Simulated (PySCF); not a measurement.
CS, charge +1, doublet, at a GFN2-xTB geometry (a state made from the parent by changing its charge; the spin is typed, not shown lowest); BLYP/6-31G* (PySCF).

Here is a job for PySCF.
```python
from pyscf import gto, scf, dft

mol = gto.Mole()
mol.atom = '''
    C    -0.00000000   -0.00000000   -1.07903369
    S     0.00000000    0.00000000    0.40463763
'''
mol.basis = '6-31g*'
mol.charge = 1
mol.spin = 1
mol.verbose = 4
mol.build()

mf = dft.UKS(mol)
mf.xc = 'blyp'
mf.kernel()
```

Task: Predict the main parts of the log of this PySCF run.

Result: 
```
PySCF version 2.14.0

[INPUT] verbose = 4
[INPUT] num. atoms = 2
[INPUT] num. electrons = 21
[INPUT] charge = 1
[INPUT] spin (= nelec alpha-beta = 2S) = 1
[INPUT] symmetry False subgroup None
[INPUT] Mole.unit = angstrom
[INPUT] Symbol           X                Y                Z      unit          X                Y                Z       unit  Magmom
[INPUT]  1 C      0.000000000000   0.000000000000  -1.079033690000 AA    0.000000000000   0.000000000000  -2.039078153279 Bohr   0.0
[INPUT]  2 S      0.000000000000   0.000000000000   0.404637630000 AA    0.000000000000   0.000000000000   0.764654300393 Bohr   0.0

nuclear repulsion = 34.2400716139205
number of shells = 14
number of NR pGTOs = 78
number of NR cGTOs = 32
basis = 6-31g*
ecp = {}

******** <class 'pyscf.dft.uks.UKS'> ********
method = UKS
initial guess = minao
damping factor = 0
level_shift factor = 0
DIIS = <class 'pyscf.scf.diis.CDIIS'>
diis_start_cycle = 1
diis_space = 8
diis_damp = 0
SCF conv_tol = 1e-09
SCF conv_tol_grad = None
SCF max_cycles = 50
direct_scf = True
direct_scf_tol = 1e-13
number electrons alpha = 11  beta = 10
XC library pyscf.dft.libxc version 7.1.2
    S. Lehtola, C. Steigemann, M. J. T. Oliveira, and M. A. L. Marques,  SoftwareX 7, 1–5 (2018)
XC functionals = blyp
    A. D. Becke,  Phys. Rev. A 38, 3098 (1988)
    C. Lee, W. Yang, and R. G. Parr,  Phys. Rev. B 37, 785 (1988)
    B. Miehlich, A. Savin, H. Stoll, and H. Preuss,  Chem. Phys. Lett. 157, 200 (1989)
radial grids:
    Treutler-Ahlrichs [JCP 102, 346 (1995); DOI:10.1063/1.469408] (M4) radial grids

becke partition: Becke, JCP 88, 2547 (1988); DOI:10.1063/1.454033
pruning grids: <function nwchem_prune>
grids dens level: 3
symmetrized grids: False
atomic radii adjust function: <function treutler_atomic_radii_adjust>
small_rho_cutoff = 0
Set gradient conv threshold to 3.16228e-05
tot grids = 33000
init E= -436.386434869857

cycle= 1 E= -435.750296596673  delta_E= 0.636  |g|= 0.169  |ddm|= 1.36
cycle= 2 E= -435.701986767425  delta_E= 0.0483  |g|= 0.354  |ddm|= 0.476
cycle= 3 E= -435.745545352632  delta_E= -0.0436  |g|= 0.208  |ddm|= 0.443
cycle= 4 E= -435.772537579099  delta_E= -0.027  |g|= 0.0179  |ddm|= 0.224
cycle= 5 E= -435.772816665853  delta_E= -0.000279  |g|= 0.00277  |ddm|= 0.0262
cycle= 6 E= -435.772843206509  delta_E= -2.65e-05  |g|= 0.00132  |ddm|= 0.0121
cycle= 7 E= -435.772848507052  delta_E= -5.3e-06  |g|= 0.000222  |ddm|= 0.00718
cycle= 8 E= -435.77284855395  delta_E= -4.69e-08  |g|= 8.37e-05  |ddm|= 0.000574
cycle= 9 E= -435.772848558264  delta_E= -4.31e-09  |g|= 6.08e-06  |ddm|= 0.000103
cycle= 10 E= -435.772848558297  delta_E= -3.3e-11  |g|= 2.09e-06  |ddm|= 1.39e-05
Extra cycle  E= -435.772848558246  delta_E= 5.06e-11  |g|= 9.39e-06  |ddm|= 9.7e-06
converged SCF energy = -435.772848558246  <S^2> = 0.76980002  2S+1 = 2.019703
```
